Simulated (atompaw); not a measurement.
## Before and after: PAW (atompaw) potential for Ca (Z = 20)

```json
{
  "Element": "calcium (Ca)",
  "Generator": "atompaw 4.2.0.5",
  "Type": "PAW",
  "Functional": "LDA (PW92)",
  "Relativity": "scalar-relativistic",
  "Frozen core": "[Ar]",
  "Valence charge": "2",
  "Reference configuration": "3d0 4s1 4p0 (charge +1)",
  "Partial waves": "4s (bound): rc 3.00 bohr; 4s channel at 0.1 Ry: rc 3.00 bohr; 4p (bound, empty): rc 3.00 bohr; 4p channel at 0.25 Ry: rc 3.00 bohr; 3d (bound, empty): rc 2.65 bohr; 3d channel at 0.05 Ry: rc 3.00 bohr",
  "Local potential": "troulliermartins scheme with l = 3 at 0 Ry, radius 2.70 bohr",
  "Core correction": "smooth core density matched at 2.60 bohr",
  "Augmentation charge": "sinc compensation charge, radius 2.35 bohr; PAW radius 3.00 bohr; waves and projectors: custom rrkj vanderbiltortho"
}
```

All-electron outer shells of the reference configuration (LDA (PW92), scalar-relativistic, ld1.x):

```tsv
shell	level (eV)	outermost node (bohr)	outermost maximum (bohr)
3p	-34.92	0.42	1.04
4s	-9.17	1.42	3.09
3d	-8.59	–	1.24
4p	-6.06	1.60	3.78
```

Change: augmentation sinc compensation charge, radius 2.35 bohr; PAW radius 3.00 bohr; waves and projectors: custom polynom2 7 10 vanderbiltortho.

Cutoffs: the cutoffs (Ry, on a coarse ladder) from which the occupation-weighted sum of valence levels, in a spherical-Bessel basis at the reference potential, stays within 10 and 1 mRy of its value at 400 Ry; they do not see the model core or the augmentation charge, which bear on the density cutoff.

Q: What does the change do?

A: Both files are so soft that the ladder of cutoffs tells neither apart; the bound ghost in p disappears; the range in which the s phases agree narrows (upper end 3.4 → 0.6); the range in which the p phases agree narrows (upper end 3.2 → 0.5).

```tsv
quantity	base	changed
cutoff, loose	6 Ry	6 Ry
cutoff, tight	6 Ry	6 Ry
bound ghosts	p	none
s: phases at 3.02 bohr within 0.05 rad from the reference energy up to (Ry; the scan ends near 5)	3.4	0.6
p: phases at 3.02 bohr within 0.05 rad from the reference energy up to (Ry; the scan ends near 5)	3.2	0.5
d: phases at 3.02 bohr within 0.05 rad from the reference energy up to (Ry; the scan ends near 5)	0.7	0.6
lowest overlap eigenvalue by channel	s 0.43, p 0.67, d 0.25	s 0.60, p 1.00, d 0.77
```

Base: The cutoffs count occupied waves only; the empty 3d level needs 10 Ry at the loose tolerance. Changed file: The cutoffs count occupied waves only; the empty 3d level needs 15 Ry at the loose tolerance. A true bound ghost makes a file unfit for plane-wave use even where its test errors are small: the radial tests pick states by their node count and pass the ghost by. The cutoffs see the waves, projectors and local potential, not the compensation charge or the core.
